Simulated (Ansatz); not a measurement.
Ideal-gas functions of `[CH3][Nb](=[O])([F])[Cl]` at 400 K and 1 bar, from an Ansatz frequency run at PBE0-D4/def2-TZVP.

Molar mass 178.39 g/mol, point group C1 (symmetry number 1), electronic degeneracy 1, moments of inertia 160.208, 269.141, 294.192 u Å². Harmonic wavenumbers (cm⁻¹, unscaled): 106, 124, 147, 161, 224, 250, 424, 532, 555, 631, 707, 1059, 1189, 1404, 1409, 3029, 3125, 3129.

Use S(trans) = R[1.5 ln M + 2.5 ln T − 1.1517]; rotational temperatures θ = 24.2544 K / I; S(rot) = R[ln(√π/σ · √(T³/θAθBθC)) + 1.5]; for each mode x = 1.438777 ν̃/T, S = R[x/(eˣ − 1) − ln(1 − e⁻ˣ)] and H = RT x/(eˣ − 1); 1 cm⁻¹ = 0.0119627 kJ/mol; R = 8.31446 J/(mol·K).

Q: By hand: the entropy, in J/(mol·K).

A: Translation 179.6. Rotation: θ = 0.1514, 0.0901, 0.0824 K, giving 120.2. Vibration, mode by mode: 16.38, 15.10, 13.71, 12.97, 10.33, 9.47, 5.57, 4.08, 3.82, 3.08, 2.49, 0.90, 0.62, 0.32, 0.32, 0.00, 0.00, 0.00, in all 99.2. Electronic 0.0. Sum 399.0 J/(mol·K).

Q: By hand: H − E and G − E in kJ/mol, counted from the electronic energy.

A: Zero-point energy ½ × 18205 × 0.0119627 = 108.9; thermal vibration 20.4; translation, rotation and pV give 4 RT = 13.3. H − E = 142.6 kJ/mol, and G − E = 142.6 − 400 × 399.0/1000 = -17.0 kJ/mol.

Vibration gives 25 % of the entropy, 45.2 J/(mol·K) of it from the modes under 150 cm⁻¹: soft modes count most, and the harmonic formula is weakest for them. The sum counts one conformer and one mirror image; others add a mixing term.
